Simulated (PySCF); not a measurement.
## Löwdin shares of the frontier orbitals

C₂H₇NOSi.
Z-matrix (Å and degrees, GFN2-xTB geometry), rows numbered from 1:
```
N 
C   1  1.4598
Si  2  1.9120  1  108.01
C   3  1.9188  2  106.03  1   -55.87
O   4  1.2051  3  124.47  2  -138.52
H   1  1.0150  2  111.01  3   172.72
H   1  1.0139  2  110.26  3   -68.19
H   2  1.0927  1  107.44  3  -119.08
H   2  1.1003  1  113.20  3   123.68
H   3  1.4617  2  111.92  1  -176.92
H   3  1.4685  2  109.22  1    59.24
H   4  1.1112  3  116.37  2    41.39
```

The calculation used PySCF 2.14.0, density-fitted response routines, TDDFT B3LYP/def2-SVPD, vertical, gas phase, core orbitals frozen in the response.

Frontier orbitals with the atoms that hold most of them (Löwdin shares over 4%, at most four atoms; ? is withheld):

| orbital | ε (eV) | atoms |
| --- | --- | --- |
| LUMO+2 | 0.47 | Si3 29%, C4 16%, H10 12%, H11 9% |
| LUMO+1 | 0.04 | Si3 17%, C2 17%, H6 13%, N1 11% |
| LUMO | ? | ? |
| HOMO | -6.48 | O5 42%, C4 16%, N1 12%, Si3 10% |
| HOMO-1 | -7.20 | ? |
| HOMO-2 | -9.21 | C2 34%, Si3 22%, N1 14%, H8 7% |
| HOMO-3 | -9.75 | Si3 37%, H10 25%, H11 20%, O5 5% |

Problem. Which atoms hold the HOMO-1, and with what shares?

Solution. N1 (bonded to C and 2 H) 49%; O5 (bonded to C) 11%; C2 (bonded to N, Si and 2 H) 11%; Si3 (bonded to 2 C and 2 H) 6%.

Problem. Give the leading atoms of the LUMO.

Solution. C4 (bonded to O, Si and H) 40%; O5 (bonded to C) 34%; Si3 (bonded to 2 C and 2 H) 11%; H12 (bonded to C) 6%.

Problem. What is the LUMO energy, and the HOMO–LUMO gap?

Solution. ε(LUMO) = -1.68 eV; the gap is 4.80 eV (0.1765 hartree).

Problem. How does S1 compare with the orbital gap of 4.80 eV?

Solution. S1 is at 3.14 eV (f = 0.0013), 1.66 eV below the gap, made of HOMO→LUMO (92%). 

Problem. Give energy, strength and leading configuration of S1, S2, S3 and S5, and follow the Löwdin shares of the leading atoms from the occupied to the empty orbital.

Solution. 
- S1 (3.14 eV, f 0.0013), HOMO→LUMO (92%): O5 42% → 34%, C4 16% → 40%
- S2 (4.57 eV, f 0.0093), HOMO-1→LUMO (92%): N1 49% → at most 6%, O5 11% → 34%, C4 at most 6% → 40%
- S3 (5.65 eV, f 0.0058), HOMO→LUMO+1 (91%): O5 42% → at most 12%, C4 16% → at most 12%, Si3 10% → 17%, C2 at most 10% → 17%
- S5 (6.22 eV, f 0.0030), HOMO-1→LUMO+1 (73%): N1 49% → 11%, O5 11% → at most 12%, Si3 6% → 17%, C2 11% → 17%

One conformer stands for the species.
